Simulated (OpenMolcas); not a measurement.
**Ionisation energies of germanium**

```yaml
Program: OpenMolcas 26.06
Basis: ANO-R3 [7s6p5d4f2g]
Scalar_Hamiltonian: X2C, finite nucleus
Spin-orbit_coupling: state interaction with AMFI integrals over the reference wave functions, term energies averaged over their components
```

Active shells in each charge state: the valence s, p shells, with orbitals averaged over the low states. Where CASPT2's correlated closed shells are named, they are those of the first ion.

A. CASSCF
B. SS-CASPT2, IPEA 0.25 Eh, imaginary shift 0.1 Eh (closed shells correlated: 3d)
C. SS-CASPT2, IPEA 0.25 Eh, imaginary shift 0.1 Eh (closed shells correlated: none)
D. SS-CASPT2, IPEA 0.25 Eh, imaginary shift 0.1 Eh (closed shells correlated: 3s 3p 3d)
E. SS-CASPT2, IPEA 0 Eh, imaginary shift 0.1 Eh (closed shells correlated: 3d)

Energies in eV between the lowest computed levels, named as in B; reference values from the NIST Atomic Spectra Database with their kind.

| From | To | A | B | C | D | E | Spin-orbit share in B | Reference |
| --- | --- | --- | --- | --- | --- | --- | --- | --- |
| Ge 4s2 4p2 3P0 | Ge+ 4s2 4p 2P* 1/2 | 7.078 | 7.792 | 7.629 | 7.785 | 7.898 | -0.024 | 7.899 (measured) |
| Ge+ 4s2 4p 2P* 1/2 | Ge2+ 4s2 1S0 | 14.820 | 15.831 | 15.513 | 15.826 | 15.941 | +0.135 | 15.935 (measured) |
| Ge2+ 4s2 1S0 | Ge3+ 4s 2S 1/2 | 33.199 | 33.958 | 33.273 | 34.004 | 33.958 | +0.000 | 34.058 (measured) |
| Ge3+ 4s 2S 1/2 | Ge4+ 3d10 1S0 | 44.606 | 45.665 | 44.606 | 45.745 | 45.688 | +0.000 | 45.715 (measured) |

Steps that some method lacks are left out, and so are those with a state whose active s or d shell is doubly occupied in every root (s and p with five to eight electrons, d10) over a frozen core shell of the same l, since the two then mix freely.

Error against the reference values, in %:

| From | Reference | A | B | C | D | E |
| --- | --- | --- | --- | --- | --- | --- |
| Ge | measured | -10.4 | -1.4 | -3.4 | -1.4 | 0 |
| Ge+ | measured | -7.0 | -0.7 | -2.6 | -0.7 | 0 |
| Ge2+ | measured | -2.5 | -0.3 | -2.3 | -0.2 | -0.3 |
| Ge3+ | measured | -2.4 | -0.1 | -2.4 | +0.1 | -0.1 |

Mean absolute error over the 4 measured values: A 0.98 eV, B 0.09 eV, C 0.65 eV, D 0.08 eV, E 0.03 eV. E lies closest.

* marks odd parity.
